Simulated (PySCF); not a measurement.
C3H7O2, SMILES CC(O)C[O], multiplicity 2.

Geometry: PBE-D3(BJ)/def2-SVP. The isomer is the one that the SMILES or the coordinates give; other isomers of the formula were not compared. One conformer was computed; it need not be the lowest.

Method: PySCF 2.14.0 with PBE-D3(BJ)/def2-SVP.

No scaling factor is applied to the harmonic values.

Computed normal modes with their intensities:
```csv
mode,ν (cm⁻¹),IR (km/mol),moving atoms (share of kinetic energy)
1,119,6.6,"O 40 %, C 33 %, H 27 %"
2,230,6.5,"H 62 %, O 23 %, C 16 %"
3,256,58.0,"H 67 %, O 17 %, C 16 %"
4,265,14.7,"H 82 %, C 10 %, O 9 %"
5,364,19.8,"O 36 %, H 35 %, C 29 %"
6,413,10.6,"H 58 %, C 29 %, O 14 %"
7,510,3.0,"O 63 %, C 24 %, H 13 %"
8,522,55.5,"C 49 %, H 44 %"
9,833,3.8,"C 55 %, H 38 %"
10,913,14.2,"H 55 %, C 33 %, O 13 %"
11,946,16.4,"H 76 %, C 19 %"
12,1042,16.3,"H 56 %, C 39 %"
13,1088,52.7,"H 39 %, C 38 %, O 22 %"
14,1119,14.8,"C 42 %, H 36 %, O 22 %"
15,1127,4.5,"H 52 %, C 46 %"
16,1198,44.7,H 92 %
17,1209,45.9,"H 87 %, O 9 %"
18,1300,24.1,"H 59 %, C 31 %, O 9 %"
19,1312,1.6,"H 79 %, C 20 %"
20,1352,25.2,"H 59 %, C 37 %"
21,1357,1.3,"H 65 %, C 32 %"
22,1412,7.1,H 95 %
23,1424,6.1,"H 87 %, C 12 %"
24,2719,14.9,H 94 %
25,2779,18.8,H 93 %
26,2891,59.3,H 92 %
27,2965,15.5,H 97 %
28,3056,19.8,"H 90 %, C 10 %"
29,3072,6.7,"H 91 %, C 9 %"
30,3716,28.0,H 94 %
```
